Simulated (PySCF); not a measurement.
SMILES c1cc(ccc1F)Br (C₆H₄BrF), GFN2-xTB optimised geometry.

```
12

F     -1.31    -2.62     0.00
C     -0.66    -1.44     0.00
C     -1.39    -0.26     0.00
C     -0.72     0.94     0.00
C      0.66     0.95     0.00
Br     1.59     2.62     0.00
C      1.39    -0.23     0.00
C      0.72    -1.44     0.00
H     -2.47    -0.30     0.00
H     -1.27     1.87     0.00
H      2.47    -0.20     0.00
H      1.26    -2.37     0.00
```

Density from PySCF with CAM-B3LYP/def2-TZVP at that geometry.

Minimum of the electron density along straight lines between bonded atoms, close to the bond critical point (lines longer than 1.1 times the sum of covalent radii, or with two minima, are not listed):

| bond | length / Å | ρ at the minimum / e bohr⁻³ | ∇²ρ there / e bohr⁻⁵ | position (fraction from the first atom) |
|---|---|---|---|---|
| F1–C2 | 1.346 | 0.265 | (withheld) | 0.67 |
| C2–C3 | 1.384 | 0.329 | -1.00 | 0.52 |
| C3–C4 | 1.383 | 0.323 | -0.96 | 0.50 |
| C4–C5 | 1.386 | 0.324 | -0.97 | 0.49 |
| C5–Br6 | 1.903 | (withheld) | -0.20 | 0.45 |
| C5–C7 | 1.385 | 0.324 | -0.97 | 0.51 |
| C2–C8 | 1.384 | 0.329 | -1.00 | 0.52 |
| C7–C8 | 1.383 | 0.323 | -0.96 | 0.50 |
| C3–H9 | 1.078 | 0.289 | -1.05 | 0.65 |
| C4–H10 | 1.079 | 0.291 | -1.06 | 0.65 |
| C7–H11 | 1.079 | 0.291 | -1.06 | 0.65 |
| C8–H12 | 1.078 | 0.289 | -1.05 | 0.65 |

Fill in the missing entries.


- F1–C2, ∇²ρ there / e bohr⁻⁵: -0.11
- C5–Br6, ρ at the minimum / e bohr⁻³: 0.166
